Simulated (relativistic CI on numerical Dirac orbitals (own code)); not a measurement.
A reference radial Dirac CI calculation of Mo2+ gave the lowest total energy -4042.47851 Ha in 22 SCF steps, from this input:

```
atom Mo  Z=42  charge=2  electrons=40
nucleus A=98  rms_radius_fm=4.4091
hamiltonian dirac-coulomb  breit=on  qed=on  c_scale=1
orbitals kli  potential=per-configuration
slater_scale 1
correlation none
mixing on
grid step=0.0125 r_max=67.1
scf mixing=0.4 start=green max_iterations=150 tolerance=2e-08 node_fill=0.05
configurations
  [Kr] 4d4
  [Kr] 4d3 5s
end
```

One setting was then changed, and the output read:

```
SCF 1: [Kr] 4d4
 iter      energy (Ha)   residual   last orbital (Ha)
    1     -4033.429021   2.01e+00     -1.85191
    2     -4045.063649   6.35e-01     -1.10432
    3     -4046.377762   1.12e-01     -0.91730
    4     -4046.399910   7.19e-02     -0.99941
    5     -4046.413620   1.52e-02     -0.97080
    6     -4046.414666   4.58e-04     -0.95638
    7     -4046.414706   3.39e-04     -0.95683
    8     -4046.414691   2.65e-05     -0.95685
    9     -4046.414692   2.23e-06     -0.95683
   10     -4046.414692   6.45e-07     -0.95683
   11     -4046.414692   1.59e-08     -0.95683
SCF 2: [Kr] 4d3 5s
 iter      energy (Ha)   residual   last orbital (Ha)
    1     -4034.305733   1.95e+00     -1.09128
    2     -4044.924413   6.39e-01     -0.87510
    3     -4046.245800   1.10e-01     -0.80201
    4     -4046.272621   5.77e-02     -0.81757
    5     -4046.280117   1.56e-02     -0.80924
    6     -4046.280729   1.81e-03     -0.80205
    7     -4046.280778   3.54e-04     -0.80162
    8     -4046.280794   6.09e-05     -0.80140
    9     -4046.280796   2.90e-06     -0.80136
   10     -4046.280796   1.05e-06     -0.80136
   11     -4046.280796   1.43e-08     -0.80136
orbital energies (Ha): 3p3/2 -14.7232  3d3/2 -9.1758  3d5/2 -9.0538  4s -3.2246  4p1/2 -2.3356  4p3/2 -2.2451  4d3/2 -0.9658  4d5/2 -0.9568
configuration averages (Ha): Dirac-Coulomb, Breit, QED
  4d4                          -4046.414692    2.425579    1.621194
  4d3 5s                       -4046.280796    2.426217    1.621642
levels: no., configuration, term, J, E (cm-1), weight
   1 4d4                    5D   0                0.0  0.99
   2 4d4                    5D   1              198.9  0.99
   3 4d4                    5D   2              568.4  1.00
   4 4d4                    5D   3             1074.2  1.00
   5 4d4                    5D   4             1688.1  0.99
   6 4d4                    3P   0            14326.8  0.94
   7 4d4                    3H   4            15299.4  0.94
   8 4d4                    3P   1            15373.0  0.95
   9 4d4                    3H   5            15755.4  0.96
  10 4d4                    3H   6            16212.6  0.99
  11 4d4                    3F   2            16974.4  0.94
  12 4d4                    3F   3            17056.9  0.85
  13 4d4                    3P   2            17084.9  0.92
  14 4d4                    3F   4            17305.3  0.84
lowest total energy -4042.476876 Ha
end: converged
```

Q: Which setting was changed?
A. start potential
B. charge
C. node fill of the KLI weights
D. SCF mixing

A: C. The node fill of the KLI weights 0.01.
